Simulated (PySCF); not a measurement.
**Si (silicon, neutral) across methods**

[Ne] 3s2 3p2, high-spin 3P determinant. All numbers are calculated (PySCF 2.14, no relativity, point nucleus, in aug-cc-pV(T+d)Z (6s5p4d2f, 55 functions)).

| method | E (hartree) | mean ε 3s α (eV) | mean ε 3s β (eV) | mean ε 3p α (eV) | Σ⟨r²⟩ (bohr²) | ⟨S²⟩ |
| --- | --- | --- | --- | --- | --- | --- |
| LC-wPBE | -289.2735 | -16.082 | -13.376 | -8.213 | 31.47 | 2.008 |
| PW91 | -289.3577 | -11.279 | -9.750 | -4.641 | 32.07 | 2.004 |
| LDA | -288.2118 | -11.311 | -9.893 | -4.584 | 32.21 | 2.002 |
| PBE | -289.2271 | -11.238 | -9.712 | -4.611 | 32.11 | 2.004 |
| PBE0 | -289.2544 | -12.809 | -10.727 | -5.633 | 31.88 | 2.006 |
| wB97M-V | -289.3580 | -15.063 | -13.242 | -7.290 | 32.52 | 2.002 |
| UHF | -288.85669 | -16.880 | -12.619 | -8.199 | 32.25 | 2.016 |
| M06-L | -289.3613 | -11.647 | -9.718 | -4.631 | 31.41 | 2.005 |

Problem. Estimate the same row for r2SCAN.

Solution. E (hartree) = -289.3467; mean ε 3s α (eV) = -11.698; mean ε 3s β (eV) = -9.789; mean ε 3p α (eV) = -4.923; Σ⟨r²⟩ (bohr²) = 31.83; ⟨S²⟩ = 2.010.
